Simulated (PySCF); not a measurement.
Isomers of C6H13BO2, mass 128.101 u with the commonest isotopes. Method used: PBE0-D3(BJ)/def2-SVP geometry optimisation, gas phase (PySCF 2.14.0). One conformer each, none proved a minimum here; rigid rotors.

Problem. Order these by rotational constant A, smallest first.
A. `[CH3:1][CH2:2]/[CH:3]=[CH:4]/[B:5]([O:6][CH3:7])[O:8][CH3:9]` with C1–C2–C3–C4 -124°, C3–C4–B5–O6 -1°, C4–B5–O6–C7 180°, C4–B5–O8–C9 -1°
B. `[CH2:1]=[CH:2][C:3]([CH3:4])([CH3:5])[O:6][BH:7][O:8][CH3:9]` with C1–C2–C3–C4 -133°, C2–C3–O6–B7 -70°, C3–O6–B7–O8 176°, O6–B7–O8–C9 178°
C. `[CH3:1][CH2:2][CH2:3][CH:4]1[CH2:5][O:6][BH:7][O:8][CH2:9]1` with C1–C2–C3–C4 177°, C2–C3–C4–C5 -173°, C3–C4–C5–O6 -176°, C4–C5–O6–B7 27°, C5–O6–B7–O8 0°, O6–B7–O8–C9 -1°
D. `[CH3:1][C:2]([CH3:3])=[C:4]([CH3:5])[CH2:6][B:7]([OH:8])[OH:9]` with C2–C4–C6–B7 87°, C4–C6–B7–O8 66°, C6–B7–O8–H -177°, C6–B7–O9–H -3°
E. `[CH3:1][O:2][B:3]([CH:4]=[C:5]([CH3:6])[CH3:7])[O:8][CH3:9]` with C1–O2–B3–C4 180°, O2–B3–C4–C5 -8°, O2–B3–O8–C9 178°
F. `[OH:1][B:2]([OH:3])[CH:4]1[CH2:5][CH2:6][CH2:7][CH2:8][CH2:9]1` with H–O1–B2–O3 0°, O1–B2–O3–H 0°, O1–B2–C4–C5 55°, B2–C4–C5–C6 -178°, C4–C5–C6–C7 55°, C5–C6–C7–C8 -55°, C6–C7–C8–C9 55°

Solution. E (2162 MHz), D (2212 MHz), A (2443 MHz), B (2597 MHz), F (3078 MHz), C (4123 MHz).

Problem. Order these by radius of gyration √(Σ m r²/M), smallest first.
A. `[CH3:1][CH2:2]/[CH:3]=[CH:4]/[B:5]([O:6][CH3:7])[O:8][CH3:9]` with C1–C2–C3–C4 -124°, C3–C4–B5–O6 -1°, C4–B5–O6–C7 180°, C4–B5–O8–C9 -1°
B. `[CH3:1][O:2][B:3]([CH:4]=[C:5]([CH3:6])[CH3:7])[O:8][CH3:9]` with C1–O2–B3–C4 180°, O2–B3–C4–C5 -8°, O2–B3–O8–C9 178°
C. `[CH2:1]=[CH:2][C:3]([CH3:4])([CH3:5])[O:6][BH:7][O:8][CH3:9]` with C1–C2–C3–C4 -133°, C2–C3–O6–B7 -70°, C3–O6–B7–O8 176°, O6–B7–O8–C9 178°
D. `[CH3:1][C:2]([CH3:3])=[C:4]([CH3:5])[CH2:6][B:7]([OH:8])[OH:9]` with C2–C4–C6–B7 87°, C4–C6–B7–O8 66°, C6–B7–O8–H -177°, C6–B7–O9–H -3°

Solution. D (2.232 Å), C (2.302 Å), B (2.369 Å), A (2.591 Å).

Problem. Order these by rotational constant C, largest first.
A. `[CH2:1]=[CH:2][C:3]([CH3:4])([CH3:5])[O:6][BH:7][O:8][CH3:9]` with C1–C2–C3–C4 -133°, C2–C3–O6–B7 -70°, C3–O6–B7–O8 176°, O6–B7–O8–C9 178°
B. `[CH3:1][CH2:2]/[CH:3]=[CH:4]/[B:5]([O:6][CH3:7])[O:8][CH3:9]` with C1–C2–C3–C4 -124°, C3–C4–B5–O6 -1°, C4–B5–O6–C7 180°, C4–B5–O8–C9 -1°
C. `[CH3:1][O:2][B:3]([CH:4]=[C:5]([CH3:6])[CH3:7])[O:8][CH3:9]` with C1–O2–B3–C4 180°, O2–B3–C4–C5 -8°, O2–B3–O8–C9 178°
D. `[OH:1][B:2]([OH:3])[CH:4]1[CH2:5][CH2:6][CH2:7][CH2:8][CH2:9]1` with H–O1–B2–O3 0°, O1–B2–O3–H 0°, O1–B2–C4–C5 55°, B2–C4–C5–C6 -178°, C4–C5–C6–C7 55°, C5–C6–C7–C8 -55°, C6–C7–C8–C9 55°
E. `[CH3:1][C:2]([CH3:3])=[C:4]([CH3:5])[CH2:6][B:7]([OH:8])[OH:9]` with C2–C4–C6–B7 87°, C4–C6–B7–O8 66°, C6–B7–O8–H -177°, C6–B7–O9–H -3°

Solution. D (885.7 MHz), E (856.4 MHz), A (820.2 MHz), C (709.7 MHz), B (600.0 MHz).

```csv
SMILES,point group,Ia (u·Å²),Ib (u·Å²),Ic (u·Å²),κ,μa (D),μb (D),μc (D)
COB(C=C(C)C)OC,C1,233.78,492.49,712.09,-0.56,0.10,0.89,0.14
CC(C)=C(C)CB(O)O,C1,228.44,458.21,590.15,-0.64,0.18,1.23,0.29
CC/C=C/B(OC)OC,C1,206.85,670.53,842.28,-0.83,0.03,1.02,0.00
CCCC1COBOC1,C1,122.58,620.29,710.90,-0.94,3.28,0.55,0.47
C=CC(C)(C)OBOC,C1,194.57,546.73,616.14,-0.88,0.22,0.13,1.50
OB(O)C1CCCCC1,near Cs,164.20,528.28,570.63,-0.94,2.63,0.05,0.72
```
